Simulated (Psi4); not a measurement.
Computed with SAPT0/jun-cc-pVDZ, frozen core (Psi4).

Psi4 input:

```
molecule {
0 1
Ge 0.00000029 0.00000103 -0.00000067
H -0.78746165 -1.13765161 -0.66674196
H -0.63230724 1.34852984 -0.37490202
H 1.45735637 -0.03422828 -0.48356730
H -0.03758777 -0.17665098 1.52521195
--
0 1
O 0.00273972 0.63076501 -2.79599772
S -0.05882394 -0.79122222 -3.00507234
O 1.14999278 -1.56288257 -2.89158142
units angstrom
symmetry c1
no_reorient
no_com
}
set basis jun-cc-pvdz
set scf_type df
set freeze_core true
energy('sapt0')
```

Part of the output:

```
    SAPT Results
  --------------------------------------------------------------------------------------------------------
    Electrostatics                -13.23845498 [mEh]      -8.30725592 [kcal/mol]     -34.75755876 [kJ/mol]
      Elst10,r                    -13.23845498 [mEh]      -8.30725592 [kcal/mol]     -34.75755876 [kJ/mol]

    Exchange                       39.90925421 [mEh]      25.04343511 [kcal/mol]     104.78173250 [kJ/mol]
      Exch10                       39.90925421 [mEh]      25.04343511 [kcal/mol]     104.78173250 [kJ/mol]
      Exch10(S^2)                  39.12114118 [mEh]      24.54888672 [kcal/mol]     102.71254203 [kJ/mol]

    Induction                      -7.87374034 [mEh]      -4.94084666 [kcal/mol]     -20.67250242 [kJ/mol]
      Ind20,r                     -32.86281315 [mEh]     -20.62172659 [kcal/mol]     -86.28130404 [kJ/mol]
      Exch-Ind20,r                 27.94724448 [mEh]      17.53716068 [kcal/mol]      73.37548027 [kJ/mol]
      delta HF,r (2)               -2.95817167 [mEh]      -1.85628075 [kcal/mol]      -7.76667865 [kJ/mol]

    Dispersion                     -8.94246314 [mEh]      -5.61148034 [kcal/mol]     -23.47843374 [kJ/mol]
      Disp20                      -10.99957416 [mEh]      -6.90233699 [kcal/mol]     -28.87937798 [kJ/mol]
      Exch-Disp20                   2.05711102 [mEh]       1.29085665 [kcal/mol]       5.40094424 [kJ/mol]
      Disp20 (SS)                  -5.49978708 [mEh]      -3.45116850 [kcal/mol]     -14.43968899 [kJ/mol]
      Disp20 (OS)                  -5.49978708 [mEh]      -3.45116850 [kcal/mol]     -14.43968899 [kJ/mol]
      Exch-Disp20 (SS)              1.08379923 [mEh]       0.68009428 [kcal/mol]       2.84551448 [kJ/mol]
      Exch-Disp20 (OS)              0.97331179 [mEh]       0.61076237 [kcal/mol]       2.55542976 [kJ/mol]

  Total HF                         18.79705889 [mEh]      11.79533253 [kcal/mol]      49.35167132 [kJ/mol]
  Total SAPT0                       9.85459575 [mEh]       6.18385219 [kcal/mol]      25.87323758 [kJ/mol]
```
